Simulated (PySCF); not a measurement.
Level of theory: PBE-D3(BJ)/def2-TZVP // B3LYP-D3(BJ)/def2-TZVP in PySCF 2.14.0. Gas-phase values, no solvent. One relaxed conformer stands for a flexible species; it need not be the lowest. 

Reference species (SMILES): `[Br][Al]([Br])[Br]` (neutral, multiplicity 1).

```
Item              Value
-------------  --------
HOMO           -7.36 eV
HOMO–LUMO gap   4.92 eV
```

Changed species: `[SH][Al]([SH])[Br]` (H–S–Al–Br torsion -180°, Br–Al–S–H torsion 0°) (2 of 3 Br replaced by SH; the reference has 0 of 3 Br replaced by SH).

Predict the effect on the HOMO and HOMO–LUMO gap.

the HOMO increases by 0.68 eV, to -6.68 eV; the HOMO–LUMO gap hardly moves.
